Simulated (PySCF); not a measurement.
## IOF₃ at several levels of theory

All levels use the PBE0 minimum (singlet; I–F 1.907 Å, I–F 1.943 Å (×2), I–O 1.768 Å; F–I–F 84.0° (×2), F–I–F 166.6°, F–I–O 94.5° (×2), F–I–O 105.8°), basis [I def2-SVP with ECP28, O def2-SVP, F def2-SVP], scalar-relativistic core potentials, density fitting, no spin–orbit coupling, PySCF. For vertical energies the ionised species is a doublet (spins chosen at PBE0 and kept) and the electron-attached one a doublet. Atomisation goes to high-spin ground-configuration atoms, without zero-point energy. Open shells are unrestricted, also as the reference of the correlated levels. A dash marks a value that was not computed or is not defined at that level.

```
 level  atomisation (kJ/mol)  vertical IP (eV)  vertical EA (eV)  −ε(HOMO) (eV)  gap (eV)  dipole (D)
  PBE0                   917             12.32              1.16          10.01      6.32        3.27
    HF                    39             11.27              1.38          14.01     13.51        3.85
   MP2                     –             12.60              0.60              –         –           –
   PBE                  1141             11.90              0.62           8.09      3.87        2.99
 B3LYP                   927             12.28              1.05           9.64      5.81        3.25
r2SCAN                     –             12.20              0.95           8.68      4.31        3.13
 TPSSh                   959             12.13              0.91           9.04      5.01        3.13
revPBE                     –             11.86              0.56           8.03      3.89        2.99
```

Without diffuse functions attachment energies tend to come out too low.
